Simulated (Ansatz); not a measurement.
Isolated molecules relaxed with PBE0-D4/def2-TZVP in Ansatz; ΔE leaves out vibrations. CCSD(T)/CBS is the MP2 limit (def2-TZVPP, def2-QZVPP) plus CCSD(T) − MP2 in def2-TZVPP, frozen cores. This one scheme is used for every species. DFT in def2-TZVPP. For Se outer-core shells are correlated without core-valence functions, which leaves a few kJ/mol of doubt a bond. Scalar relativity is left out up to krypton. Each species was taken in one conformer, which may not be the lowest.

`F[SiH2][SeH]` + `B1O[SiH2]1` → `[SeH][SiH]1BO1` + `F[SiH3]`  (formal exchange of groups at the Se–Si bond)

```
         level  ΔE (kcal/mol)
   LDA (SPW92)           -0.1
     revPBE-D4           -0.9
    r2SCAN0-D4           -0.7
       ωB97X-V           -0.6
       r2SCAN0           -0.6
  MP2/def2-SVP           -1.4
 HF/def2-TZVPP           -0.7
CCSD/CBS(def2)           -0.6
```

Question: What does CCSD(T)/CBS give? (Best estimate.)

Answer: Ansatz gave: -0.8 kcal/mol. The listed levels differ from it by 0.7, -0.1, 0.1, 0.2, 0.2, -0.6, 0.1, 0.2 kcal/mol.

Question: What do rigid-rotor, harmonic-oscillator terms from PBE0-D4/def2-TZVP frequencies (298.15 K, 1 bar) make of the CCSD(T)/CBS value? (Best estimate.)

Answer: Ansatz gave: ΔZPE = -0.1 kcal/mol, ΔH = -0.7 kcal/mol, ΔS = -9 J/(mol·K), ΔG = -0.1 kcal/mol.

Largest T1 diagnostic among the species: 0.017.

Leaving LDA and LC-ωPBE aside and taking each functional with its dispersion term where it has one, the values, not all of them listed here, spread over 0.5 kcal/mol, from PBE-QIDH to B97M-V.
